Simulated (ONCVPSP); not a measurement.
lead (Pb), ONCV: configuration errors across variants

- Element: Pb (Z = 82)
- Generator: ONCVPSP 4.0.1
- Type: optimised norm-conserving Vanderbilt (ONCV)
- Functional: PBE
- Relativity: scalar-relativistic
- Frozen core: [Xe] 4f14 5d10
- Valence charge: 4
- Reference configuration: 6s2 6p2
- Partial waves: 6s: rc 2.05 bohr, ncon 4, nbas 8, qcut 3.4 1/bohr, 2 projectors, debl 2.5 Ha; 6p: rc 2.05 bohr, ncon 4, nbas 8, qcut 3.7 1/bohr, 3 projectors, debl 1 Ha
- Local potential: polynomial inside 1.30 bohr (lpopt 3, dvloc0 6 Ha)
- Core correction: none

All-electron excitation energies from the reference (eV): (1) 6s2 6p1 6.576; (2) 6s2 6p0 20.021; (3) 6s1 6p0 52.431; (4) 6s2 6p1.5 2.492.

4 further variants failed, have other tests or too few solved ones, and are left out.

A true bound ghost makes a file unfit for plane-wave use even where its test errors are small: the radial tests pick states by their node count and pass the ghost by.

Errors AE − PS in meV (a dash: test not solved or not reliable):

| change | (1) | (2) | (3) | (4) | bound ghosts | GHOST(+) flags above zero |
| --- | --- | --- | --- | --- | --- | --- |
| base | +8.4 | +81 | +161 | +1.1 | p | s, p |
| all radii scaled by about 1.09 (s 2.24, p 2.24 bohr); local potential polynomial inside 1.42 bohr (lpopt 3, dvloc0 6 Ha) | +8.5 | +82 | +160 | +1.1 | p | s, p |
| all radii scaled by about 1.12 (s 2.30, p 2.30 bohr); local potential polynomial inside 1.46 bohr (lpopt 3, dvloc0 6 Ha) | +8.5 | +82 | +157 | +1.1 | p | s, p |
| all radii scaled by about 1.26 (s 2.58, p 2.58 bohr); local potential polynomial inside 1.64 bohr (lpopt 3, dvloc0 6 Ha) | +8.0 | +79 | +134 | +1.0 | none | s, p |
| all radii scaled by about 1.31 (s 2.68, p 2.68 bohr); local potential polynomial inside 1.70 bohr (lpopt 3, dvloc0 6 Ha) | +7.8 | +78 | +119 | +1.0 | none | s |

(1) Give the same row for: all radii scaled by about 1.19 (s 2.44, p 2.44 bohr); local potential polynomial inside 1.54 bohr (lpopt 3, dvloc0 6 Ha).

## Answers

(1) +8.3, +80, +147, +1.1; bound ghosts: p; GHOST(+) flags above zero: s.
